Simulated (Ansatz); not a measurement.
`C=CC[SiH](F)Cl` from Hartree–Fock to CCSD(T)

Z-matrix (Å, degrees):
```
C
C 1 1.492
Si 1 1.860 2 111.1
H 1 1.095 2 111.6 3 -120.5
H 1 1.095 2 111.2 3 119.2
C 2 1.327 1 125.0 3 -102.8
H 2 1.087 1 115.9 3 74.9
F 3 1.594 1 109.4 2 -178.3
Cl 3 2.045 1 110.2 2 -60.1
H 3 1.476 1 113.2 2 61.2
H 6 1.086 2 121.7 1 -2.2
H 6 1.083 2 121.3 1 178.2
```

Charge 0, multiplicity 1. All single points use the PBE0-D4/def2-TZVP geometry. It is one conformer, not always the lowest. Frozen core, restricted reference, Ansatz. CBS rows extrapolate triple and quadruple zeta; past MP2 they add the triple-zeta difference.

```tsv
basis	HF (Eh)	MP2 corr.	CCSD corr.	(T)	CCSD(T) total
def2-TZVPP	-965.19729	-1.05087	-1.10287	-0.04395	-966.34411
def2-QZVPP	-965.22937	-1.13627	–	–	–
CBS(def2)	-965.23379	-1.19952	-1.25152	as TZ	-966.52926
```
